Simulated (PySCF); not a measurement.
B3LYP has the VWN-RPA correlation part, as in Gaussian. Delta-SCF ions had no search for a lower state. Excitations are Tamm–Dancoff values on a coarser integration grid. The basis has no diffuse functions, so Rydberg states are missing or too high.

# C8H8B2S, SMILES `Bc1ccc2cc(B)sc2c1` (charge 0, multiplicity 1)

All values below come from B3LYP-D3(BJ)/def2-TZVP // PBE0-D4/def2-SVP run with PySCF.

- HOMO: -6.62 eV
- dipole moment: 1.22 D
- HOMO–LUMO gap: 3.59 eV
- LUMO: -3.03 eV
- S1 excitation (TDA): 3.28 eV
- S1 oscillator strength: 0.079
- brightest of the four lowest singlets (TDA): 4.11 eV
- T1 excitation (TDA): 2.32 eV
- S1–T1 gap (TDA): 0.96 eV
- vertical ionisation energy (Delta-SCF): 8.35 eV
- total energy: -757.7453 Ha
- cost: about 13 core-minutes (a rough figure)

```xyz
19

B     -3.7152     0.5468    -0.0710
C     -2.2231     0.2319     0.1503
C     -1.7845    -0.5125     1.2838
C     -0.4547    -0.8024     1.4963
C      0.5078    -0.3513     0.5661
C      1.9194    -0.5244     0.5703
C      2.5596     0.0556    -0.5079
B      4.0603     0.0538    -0.8029
S      1.4178     0.8400    -1.5687
C      0.0812     0.3919    -0.5686
C     -1.2705     0.6798    -0.7734
H     -4.5461     0.1643     0.7204
H     -4.0620     1.1804    -1.0414
H     -2.5343    -0.8586     1.9993
H     -0.1350    -1.3740     2.3708
H      2.4640    -1.0643     1.3472
H      4.8009    -0.5068    -0.0302
H      4.5045     0.5984    -1.7847
H     -1.5900     1.2514    -1.6482
```
